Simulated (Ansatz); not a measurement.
Reaction (formal exchange of groups at the Si–Si bond): `[SiH3][SiH2][SiH2][SiH2][GeH3]` + GeH₄ → `[GeH3][SiH2][SiH2][SiH2][GeH3]` + SiH₄

Program: Ansatz. Geometries: PBE0-D4/def2-TZVP. ΔE: electronic, gas phase. CCSD(T)/CBS is the MP2 limit (def2-TZVPP, def2-QZVPP) plus CCSD(T) − MP2 in def2-TZVPP, frozen cores. This one scheme is used for every species. For Ge outer-core shells are correlated without core-valence functions, which leaves a few kJ/mol of doubt a bond. Scalar relativity is left out up to krypton. One conformer a species, not always the lowest.

`[SiH3][SiH2][SiH2][SiH2][GeH3]`:

Cartesian coordinates in Å:
```
Si -2.487 -0.010 -0.900
Si -0.621 1.339 -1.305
Si 1.302 0.010 -1.377
Si 1.337 -1.341 0.530
Ge 0.996 -0.004 2.469
H -3.740 0.791 -0.871
H -2.604 -1.044 -1.963
H -2.328 -0.697 0.410
H -0.481 2.326 -0.197
H -0.797 2.091 -2.580
H 1.286 -0.829 -2.608
H 2.523 0.864 -1.405
H 2.628 -2.075 0.647
H 0.238 -2.343 0.437
H 2.067 1.098 2.553
H 1.065 -0.849 3.752
H -0.383 0.674 2.406
```

GeH₄:

Z-matrix (Å, degrees):
```
Ge
H 1 1.534
H 1 1.534 2 109.5
H 1 1.534 2 109.5 3 -120.0
H 1 1.534 2 109.5 3 120.0
```

`[GeH3][SiH2][SiH2][SiH2][GeH3]`:

Cartesian coordinates in Å:
```
Ge 1.867 -1.714 0.793
Si 1.276 -0.751 -1.302
Si 0.671 1.487 -0.997
Si -0.891 1.591 0.738
Ge -2.636 0.021 0.343
H 2.322 -3.174 0.629
H 3.011 -0.917 1.444
H 0.660 -1.685 1.746
H 0.114 -1.496 -1.862
H 2.415 -0.877 -2.253
H 1.880 2.290 -0.658
H 0.073 2.039 -2.245
H -1.466 2.959 0.866
H -0.216 1.246 2.020
H -3.312 0.302 -1.010
H -3.706 0.085 1.445
H -2.062 -1.406 0.305
```

SiH₄:

Z-matrix (Å, degrees):
```
Si
H 1 1.485
H 1 1.485 2 109.5
H 1 1.485 2 109.5 3 -120.0
H 1 1.485 2 109.5 3 120.0
```

```tsv
species	CCSD(T)/def2-TZVPP energy (Eh)
`[SiH3][SiH2][SiH2][SiH2][GeH3]`	-3239.02058
GeH₄	-2077.98646
`[GeH3][SiH2][SiH2][SiH2][GeH3]`	-5025.57794
SiH₄	-291.43564
```

Work out ΔE.

ΔE = (-5025.57794) + (-291.43564) − (-3239.02058) − (-2077.98646) = -0.00654 Eh = -4.1 kcal/mol. CCSD(T)/CBS gives -4.1 kcal/mol.

Largest T1 diagnostic among the species: 0.013.

At CCSD(T), def2-SVP lies +0.8 kcal/mol from the extrapolated value and def2-TZVPP +0.0 kcal/mol. Leaving LDA and LC-ωPBE aside and taking each functional with its dispersion term where it has one, the values, not all of them listed here, spread over 2.5 kcal/mol, from ωB97M-V to B97M-V.
